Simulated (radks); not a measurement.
Tb61+, configuration [He] 2s2. Method: non-relativistic Kohn-Sham, LB94 model potential, spin-polarised, spherical densities, point nucleus; relativity is left out, which matters for an element this heavy; computed with a radial shooting solver on a logarithmic mesh with Libxc functionals.

Normalised radial functions P(r) = r R(r), r in bohr:

| r | 1s |
|---|---|
| 0.0007715 | 0.7645 |
| 0.0009349 | 0.9166 |
| 0.001133 | 1.0964 |
| 0.001373 | 1.3080 |
| 0.001663 | 1.5552 |
| 0.002015 | 1.8418 |
| 0.002422 | 2.1561 |
| 0.002935 | 2.5269 |
| 0.003556 | 2.9407 |
| 0.004309 | 3.3932 |
| 0.005221 | 3.8751 |
| 0.006326 | 4.3704 |
| 0.007665 | 4.8550 |
| 0.009287 | 5.2954 |
| 0.01125 | 5.6490 |
| 0.01363 | 5.8665 |
| 0.01639 | 5.9005 |
| 0.01986 | 5.7130 |
| 0.02406 | 5.2761 |
| 0.02916 | 4.6013 |
| 0.03533 | 3.7438 |
| 0.0428 | 2.8003 |
| 0.05186 | 1.8918 |
| 0.06284 | 1.1302 |
| 0.07614 | 0.5820 |
| 0.09226 | 0.2504 |
| 0.1118 | 0.0866 |
| 0.1344 | 0.0245 |
| 0.1628 | 0.0048 |
| 0.1973 | 0.0006 |
| 0.239 | 0.0001 |
| 0.2896 | 0.0000 |

1s: eigenvalue -55515 eV, 0 radial nodes, <r> = 0.0232 bohr, 90 % of the charge inside 0.0412 bohr.
